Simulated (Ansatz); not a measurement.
C6H10O2, SMILES `CC(=O)C(C)C(C)=O`. Charge 0, multiplicity 1. The structure was optimised at the PBE0-D4/def2-TZVP level. It is one conformer, not always the lowest.

```xyz
18

C    -1.295    1.634    1.260
C    -1.006    0.792    0.055
O    -1.303    1.121   -1.065
C    -0.266   -0.521    0.322
C    -0.623   -1.584   -0.702
C     1.218   -0.146    0.357
C     1.951   -0.126   -0.951
O     1.742    0.159    1.399
H    -1.631    2.625    0.960
H    -0.409    1.697    1.898
H    -2.076    1.148    1.852
H    -0.503   -0.844    1.338
H    -0.020   -2.484   -0.561
H    -1.673   -1.863   -0.601
H    -0.480   -1.215   -1.717
H     2.063   -1.144   -1.334
H     2.934    0.320   -0.812
H     1.378    0.431   -1.698
```

(1) What is the dipole moment at r2SCAN/def2-TZVPP? (Best estimate.)

(2) And with PBE, B3LYP, ωB97M-V? (An estimate is asked.)

(3) Give the Mulliken charges with r2SCAN, PBE, B3LYP in def2-TZVPP. (Best estimate.)

## Answers

(1) Computed: 1.45 D, with components (-0.55, -1.34, 0.02) D in this frame, pointing from negative to positive charge.

(2) Ansatz gave: PBE 1.40 D, B3LYP 1.49 D, ωB97M-V 1.49 D.

(3) Computed: 
```tsv
atom	r2SCAN	PBE	B3LYP
C1	-0.17	-0.25	-0.27
C2	0.19	0.12	0.16
O3	-0.32	-0.24	-0.29
C4	0.16	0.10	0.09
C5	-0.18	-0.27	-0.28
C6	0.17	0.09	0.14
C7	-0.16	-0.24	-0.26
O8	-0.32	-0.24	-0.28
H9	0.07	0.10	0.10
H10	0.08	0.11	0.12
H11	0.06	0.09	0.09
H12	0.03	0.06	0.07
H13	0.06	0.09	0.09
H14	0.05	0.09	0.09
H15	0.07	0.09	0.10
H16	0.07	0.09	0.10
H17	0.07	0.10	0.11
H18	0.08	0.11	0.11
```

B3LYP here is the variant with VWN-RPA as its local correlation; programs differ in this.
